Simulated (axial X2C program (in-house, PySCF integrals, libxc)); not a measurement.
Spin–orbit effects down a group: molecules with Sc (ions), PBE0

All values come from calculations with an axial X2C code built on PySCF integrals, spin-free (one-electron X2C) or two-component (2c: spin–orbit coupling with atomic mean-field Coulomb and Gaunt terms, which also bring small scalar terms), in Dyall basis sets with cores contracted in-house; open shells are unrestricted.

Basis sets: O dyall-av3z, S dyall-av3z, Sc dyall-cv3z, Se dyall-cv3z.

| molecule | spin-free state | Re (Å) | ωe (cm⁻¹) | De (eV) | 2c state | Re 2c (Å) | ωe 2c (cm⁻¹) | De 2c (eV) |
| --- | --- | --- | --- | --- | --- | --- | --- | --- |
| ScO⁺ | M_S = 0, Λ = 0 | 1.598 | 1098.2 | 6.92 | Ω = 0 | 1.598 | 1098.2 | n/a |
| ScS⁺ | M_S = 0, Λ = 0 | 2.071 | 638.2 | 4.73 | Ω = 0 | 2.071 | 638.2 | n/a |
| ScSe⁺ | M_S = 0, Λ = 0 | 2.204 | 475.1 | 4.12 | Ω = 0 | 2.205 | 473.9 | n/a |

Fragments in 2c: Sc+ + O, Sc+ + S, Se + Sc+. Each entry is the lowest single determinant of a limited PBE0 search at one distance. De goes to single-determinant-based atoms at the same level (for ions the charge split of lowest energy) and is withheld (n/a) where an atom does not fit its ground term or J level. Main or longest-lived isotopes. The functionals have no current term, which raises determinants with orbital currents.
